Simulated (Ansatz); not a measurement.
Geometry optimisation, Ansatz, RKS PBE0/def2-mTZVP.

Input:

```yaml
crystal:
  periodic: [false, false, false]
  atoms:
    - { symbol: W, position_ang: [0.214525, 0.225152, -0.431848] }
    - { symbol: F, position_ang: [0.211965, 0.230814, 2.613716] }
    - { symbol: H, position_ang: [1.381063, -0.656903, 0.372223] }
    - { symbol: H, position_ang: [-0.689542, 1.378957, 0.365989] }
    - { symbol: H, position_ang: [-1.398848, -0.148046, -0.077384] }
    - { symbol: H, position_ang: [-0.13235, -1.393179, -0.073478] }
    - { symbol: H, position_ang: [0.362609, 0.370266, -2.138701] }
    - { symbol: Br, position_ang: [1.928357, 1.970298, 0.283301] }
    - { symbol: H, position_ang: [0.86932, 0.884342, 2.576283] }
basis:
  gaussian: { orbitals: def2-mTZVP }
hamiltonian:
  xc: pbe0
relax:
  f_tol: 0.03
  max_steps: 50
```

Run as:

```bash
$ ansatz run input.yaml --threads 4 --pin off --max-ram 5120MiB --backend cpu --events-out ev --progress --plain --runs-dir out
```

Question: Where does it end, and by what steps?

Answer: The run converged. After 10 steps the energy has fallen by 0.053 eV; F2 moved furthest, 0.29 Å.

```
step  energy less start (eV)  largest force component (eV/Å)  accepted
   0                  0.0000                           0.456       yes
   1                 -0.0157                           0.565       yes
   2                 -0.0150                           0.848        no
   3                 -0.0383                           0.536       yes
   4                 -0.0464                           0.401       yes
   5                 -0.0504                           0.085       yes
   6                 -0.0517                           0.046       yes
   7                 -0.0525                           0.062       yes
   8                 -0.0529                           0.070       yes
   9                 -0.0531                           0.037       yes
  10                 -0.0532                           0.007       yes
```

```xyz
9
Properties=species:S:1:pos:R:3
W 0.245 0.255 -0.360
F 0.139 0.153 2.339
H 1.433 -0.626 0.413
H -0.657 1.430 0.410
H -1.369 -0.116 0.012
H -0.101 -1.363 0.015
H 0.334 0.343 -2.078
Br 1.943 1.983 0.213
H 0.780 0.804 2.527
```

Whether the end is a true minimum wasn't checked by a vibrational analysis.

Time of the run: 22 s on 4 threads of Arm Neoverse V2, with other jobs on the host, peak memory 0.27 GiB.
